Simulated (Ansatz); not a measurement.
Basis sets compared for Hg₂F₃. Charge 0, multiplicity 2. Geometry PBE0-D4/def2-SVP. Ansatz on 4 threads of Intel Xeon 6975P-C on a shared host; times are rough, and most runs start from earlier orbitals.

```
atom   x (Å)   y (Å)   z (Å)
 Hg1   0.124  -0.105   0.149
 Hg2  -1.499   1.218  -1.910
  F3   0.814  -1.254  -1.253
  F4  -0.709   1.155   1.368
  F5   1.269  -1.014   1.646
```

In the def2 sets Hg takes a core potential; there is no spin–orbit coupling. Another isomer (doublet) lies 1.32 eV lower at PBE0-D4/def2-TZVP; other spin states weren't run for this one.

Binding counts from free atoms (Hg singlet, F doublet) in the same basis, without a counterpoise term.

| level | functions | energy (Eh) | HOMO (eV) | LUMO (eV) | binding per atom (eV) | wall time |
| --- | --- | --- | --- | --- | --- | --- |
| PBE-D4/def2-SVP | 106 | -605.9820 | -7.38 | -6.65 | 1.41 | 0.9 s |
| PBE0-D4/def2-SVP | 106 | -605.8779 | -8.50 | -6.01 | 1.15 | 1.6 s |

Question: Estimate the rows for PBE-D4/def2-TZVP (with forces), PBE0-D4/def2-TZVP.

Answer: 
| level | functions | energy (Eh) | HOMO (eV) | LUMO (eV) | binding per atom (eV) | wall time |
| --- | --- | --- | --- | --- | --- | --- |
| PBE-D4/def2-TZVP (with forces) | 179 | -606.3850 | -7.61 | -6.95 | 1.44 | 1.6 s |
| PBE0-D4/def2-TZVP | 179 | -606.2769 | -8.70 | -6.27 | 1.19 | 2.5 s |
